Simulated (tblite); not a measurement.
C6H14ClFSi.
SMILES with atom numbers: `[CH3:1][SiH2:2][C@@H:3]([Cl:4])[C@@H:5]([CH3:6])[C@@H:7]([CH3:8])[F:9]` (hydrogens: H10, H11, H12 on C1; H13, H14 on Si2; H15 on C3; H16 on C5; H17, H18, H19 on C6; H20 on C7; H21, H22, H23 on C8)

Structure optimised with GFN2-xTB, isolated species.

Task: What internal coordinates does the optimisation give?

Result: 
```tsv
bond	length (bohr)
C1–Si2	3.585
Si2–C3	3.641
C3–Cl4	3.400
C3–C5	2.888
C5–C6	2.884
C5–C7	2.901
C7–C8	2.876
C7–F9	2.618
C1–H10, C1–H11, C1–H12	2.052
Si2–H13	2.762
Si2–H14	2.766
C3–H15	2.066
C5–H16	2.075
C6–H17, C6–H18, C6–H19	2.053
C7–H20	2.077
C8–H21, C8–H22, C8–H23	2.053
```

Bonds in one row agree within 0.02 bohr and their mean is given. A selection of angles:
```tsv
angle	degrees
C1–Si2–C3	106.4
Si2–C3–Cl4	106.0
Si2–C3–C5	119.2
Cl4–C3–C5	107.9
C3–C5–C6	112.2
C3–C5–C7	110.4
C6–C5–C7	111.6
C5–C7–C8	113.6
C5–C7–F9	109.8
C8–C7–F9	108.1
```

Torsions: C1–Si2–C3–Cl4 55° (synclinal); Si2–C3–C5–C6 -52° (synclinal); C3–C5–C7–C8 168° (antiperiplanar).

Of the pairs four or more bonds apart, Si2···F9 is among the closest relative to their van der Waals radii: 3.19 Å, 89 % of the sum of Bondi's values. Si2 (SiH2 silicon) is tetrahedral (angles from 106.4° to 112.4°). The C–Si distances run from 1.897 Å (C1–Si2, drawn single) to 1.927 Å (Si2–C3, drawn single), a spread of 0.030 Å.

Point group: C1 (no symmetry element, even within 0.4 Å). Its GFN2-xTB frequencies are all real (lowest 17 cm⁻¹). The numbers are those of one conformer. 3 starts were optimised and ended at 0.00, 2.27 and 2.59 kcal/mol (GFN2-xTB); the lowest of these is shown.

All values are computed, not measured.
